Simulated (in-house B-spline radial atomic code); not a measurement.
Configurations of La, with energies counted from [Xe] 5d1 6s2. Method: scalar-relativistic (X2C) TPSS, spin-polarised, spherical fractional occupations, Fermi nucleus of rms radius 4.855 fm. Calculated with an all-electron radial atomic-structure program (B-spline basis). Shells without spins written out take the highest spin.

Occupations are held fixed; configurations that lie above the ionisation limit could autoionise.

```json
{"configuration": "[Xe] 5d(2 up, 0 down) 6s(1 up, 0 down)", "E - E(ref) (eV)": "-0.061493", "highest orbital": "5d up", "its <r> (bohr)": "3.187"}
{"configuration": "[Xe] 6s2 6p(0 up, 1 down)", "E - E(ref) (eV)": "2.2674", "highest orbital": "6p down", "its <r> (bohr)": "5.264"}
{"configuration": "[Xe] 5d1 6s1 7p1", "E - E(ref) (eV)": "3.8279", "highest orbital": "7p up", "its <r> (bohr)": "12.82"}
{"configuration": "[Kr] 4d10 5s2 5p5 5d1 5f1 6s2", "E - E(ref) (eV)": "25.722", "highest orbital": "5f up", "its <r> (bohr)": "16.05"}
{"configuration": "[Kr] 4d(5 up, 4 down) 5s2 5p6 5d(1 up, 0 down) 6s2 7p(1 up, 0 down)", "E - E(ref) (eV)": "111.17", "highest orbital": "7p up", "its <r> (bohr)": "12.07"}
{"configuration": "[Kr] 4d9 5s2 5p6 5d1 6s2 6f1", "E - E(ref) (eV)": "112.2", "highest orbital": "6f up", "its <r> (bohr)": "26.84"}
```

(1) Order these further configurations by energy, lowest first.
A. [Kr] 4d9 5s2 5p6 5d1 6s2 6d1
B. [Xe] 5d1 6s1 6f1
C. [Kr] 4d9 5s2 5p6 5d1 6s2 6p1
D. [Kr] 4d9 4f1 5s2 5p6 5d1 6s2
E. [Xe] 5d1 6s1 6d1

(2) How far above the reference does [Kr] 4d10 5s2 5p5 5d1 6s2 7d1 lie?

(3) How far above the reference does [Xe] 6s2 6f(1 up, 0 down) lie?

(4) Is the reference the lowest configuration at this level of theory?

Results:

(1) E (3.9102 eV), B (4.7669 eV), D (99.448 eV), C (108.47 eV), A (111.26 eV).

(2) 25.666 eV; its least bound orbital is 7d up with <r> = 19.44 bohr.

(3) 5.7676 eV; its least bound orbital is 6f up with <r> = 26.98 bohr.

(4) No: [Xe] 5d(2 up, 0 down) 6s(1 up, 0 down) lies 0.06149 eV lower with this functional.
